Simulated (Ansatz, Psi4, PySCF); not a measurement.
ClRb, charge +1, doublet, at a GFN2-xTB geometry (such geometries of metal compounds can be far from the true shape) (a state made from the parent by changing its charge; the spin is typed, not shown lowest) (core potentials on Rb). Base run: B3LYP5/def2-SVPD (PySCF).

The PySCF input:
```python
from pyscf import gto, scf, dft

mol = gto.Mole()
mol.atom = '''
    Rb   -0.00000000   -0.00000000   -1.02590000
    Cl    0.00000000    0.00000000    2.23284117
'''
mol.basis = 'def2-svpd'
mol.ecp = {'Rb': 'def2-svpd'}
mol.charge = 1
mol.spin = 1
mol.verbose = 3
mol.build()

mf = dft.UKS(mol)
mf.xc = 'b3lyp5'
mf.kernel()
```

The same geometry, method and basis name were run in Ansatz (an electronic-structure program) and Psi4 and PySCF, at each program's defaults and at the settings that a row names. The base is PySCF at its defaults. Differences at the defaults can come from grids, fitting, cores and function types together.

| code and settings | ΔE vs base (µEh) | basis functions | E (Eh) | SCF cycles |
|---|---|---|---|---|
| PySCF, defaults (exact integrals, its default grid, spherical functions) | 0.0 | 54 | -483.86631 | 7 |
| Psi4, defaults (density fitting with its default set, its default grid, spherical functions) | -1.6 | 54 | -483.86631 | 7 |
| Ansatz, defaults (factorised integrals, its default grid, spherical functions) | 0.9 | 54 | -483.86631 | - |
| PySCF, density fitting with def2-universal-jkfit | -8.3 | 54 | -483.86632 | 7 |
| PySCF, fine grid | 1.5 | 54 | -483.86631 | 7 |
| Psi4, exact integrals, spherical functions, fine grid | 1.6 | 54 | -483.86631 | 9 |
| Ansatz, high accuracy | 0.6 | 54 | -483.86631 | - |

Open shells are given as the SCF converged; they aren't shown to be the lowest states, and a large step between rows can be another state.
